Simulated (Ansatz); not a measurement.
Consider the substitution at a C–O bond: `OC1=C(F)C1` + HBr → `FC1=C(Br)C1` + H₂O.

Gas-phase electronic energies from Ansatz, PBE0-D4/def2-TZVP geometries. CCSD(T)/CBS is the MP2 limit (def2-TZVPP, def2-QZVPP) plus CCSD(T) − MP2 in def2-TZVPP, frozen cores. This one scheme is used for every species. For Br outer-core shells are correlated without core-valence functions, which leaves a few kJ/mol of doubt a bond. Scalar relativity is left out up to krypton. Each species was taken in one conformer, which may not be the lowest.

```
      species  CCSD(T)/CBS(def2) energy (Eh)
 `OC1=C(F)C1`                     -290.79688
          HBr                    -2573.91920
`FC1=C(Br)C1`                    -2788.34635
          H₂O                      -76.37941
```

Work out ΔE.

ΔE = (-2788.34635) + (-76.37941) − (-290.79688) − (-2573.91920) = -0.00968 Eh = -25.4 kJ/mol.

Largest T1 diagnostic among the species: 0.012.

The D4 term adds −4.0 kJ/mol with B3LYP and −2.1 kJ/mol with PBE0; it sums over pairs of atoms, weighted by their polarisabilities, and B3LYP, whose exchange is more repulsive, gets the larger term. In def2-TZVPP, CCSD(T) changes the Hartree–Fock value by −16.9 kJ/mol (the triples alone add −2.6 kJ/mol) and MP2 by −26.7 kJ/mol.

B3LYP here is the variant with VWN-RPA as its local correlation; programs differ in this.
